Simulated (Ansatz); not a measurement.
The cluster Be4Se3⁺, relaxed as a doublet with UKS B3LYP-D4/def2-SVP in Ansatz, starting from the GFN2-xTB geometry. Force threshold 0.02 eV/Å.

The structure comes from a short search, and lower isomers may exist.

Start:

```xyz
7

Be    0.9994   -0.2467    0.6537
Be   -0.5102    1.4385   -0.4961
Be   -1.3028   -0.1399    0.6773
Be   -0.4443   -0.3934   -1.3870
Se   -0.1154    1.3676    1.6341
Se    1.7513   -0.0224   -1.3135
Se   -0.3780   -2.0036    0.2315
```

Estimate the energy that the relaxation releases and the steps that it takes.

1.35 eV, in 7 steps; 33 s on 4 threads of Arm Neoverse V1 on a shared host. No frequencies were taken in this run, so the end may be a saddle point.

Does the start keep its bonding?

Bonds formed: Be2–Se6 (atoms count from 1).

Predict the relaxed structure.


```xyz
7

Be    0.9393   -0.3327    0.6148
Be   -0.0534    1.4686   -0.4784
Be   -1.3794   -0.1240    0.6858
Be   -0.2809   -0.7364   -1.3281
Se   -0.1903    1.3533    1.6355
Se    1.5008    0.4081   -1.4581
Se   -0.5362   -2.0369    0.3286
```
Bond lengths (bridged metal pairs left out): 9 × Be–Se 2.12 to 2.27 Å.
